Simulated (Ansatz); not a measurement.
```xyz
11

C     0.211    0.793    1.561
Si   -0.495   -0.453    0.395
F    -0.177   -1.915    0.958
F    -2.087   -0.315    0.402
Si    0.246   -0.340   -1.827
H    -0.203    0.649    2.563
H     1.297    0.697    1.621
H    -0.027    1.808    1.235
H     1.722   -0.522   -1.869
H    -0.403   -1.397   -2.644
H    -0.085    0.994   -2.395
```

The species carries charge 0 and has multiplicity 1.

(1) List the PBE0/def2-TZVPP orbital energies in eV (the Gaussian-basis code of Ansatz). (Best estimate.)

Answers

(1) Ansatz gave: Occupied: -1804.20, -1802.61, -673.87, -673.87, -278.18, -146.32, -145.01, -101.04, -101.00, -100.93, -99.65, -99.65, -99.65, -33.51, -33.02, -20.19, -16.07, -15.01, -13.93, -13.09, -13.04, -12.39, -12.02, -11.83, -11.53, -10.67, -10.06, -10.05, -8.29. Lowest empty: -0.04, -0.02, 0.91, 1.08, 1.78, 2.01, 2.19, 2.82.
